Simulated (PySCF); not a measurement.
H3NOS2W, SMILES [NH]=[W]([SH])(=[S])[OH], multiplicity 1. Geometry: PBE-D3(BJ)/def2-SVP. The spin state was assumed, not searched. The structure was generated by enumeration; whether it is a known compound was not checked. The def2 effective core potentials stand for the cores of W; spin–orbit coupling is left out. The values are those of a single conformer.

Computed equilibrium geometry at PBE-D3(BJ)/def2-SVP (PySCF confirms it by a frequency run) as a Z-matrix (one conformer of several):
```
W
N 1 1.7592
H 2 1.0265 1 151.68
O 1 1.9041 2 110.57 3 124.53
H 4 0.9751 1 123.03 2 11.74
S 1 2.1602 2 111.19 3 2.00
S 1 2.3548 2 101.48 3 -114.72
H 7 1.3672 1 95.15 2 168.20
```
